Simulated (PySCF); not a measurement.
Radial density of C²⁺ (carbon, charge +2)

PBE, [He] 2s2, closed-shell 1S. Computed with PySCF 2.14 in def2-TZVP (5s3p2d1f, 31 functions), with no relativity, point nucleus.

```tsv
r (bohr)	4πr²ρ (e/bohr)
0.00389	0.02352
0.00654	0.06466
0.0110	0.1729
0.0185	0.4478
0.0311	1.088
0.0523	2.393
0.0880	4.431
0.148	6.184
0.249	5.394
0.419	2.256
0.705	1.138
1.19	1.600
1.99	0.5741
3.35	0.02452
5.64	2.313e-05
```
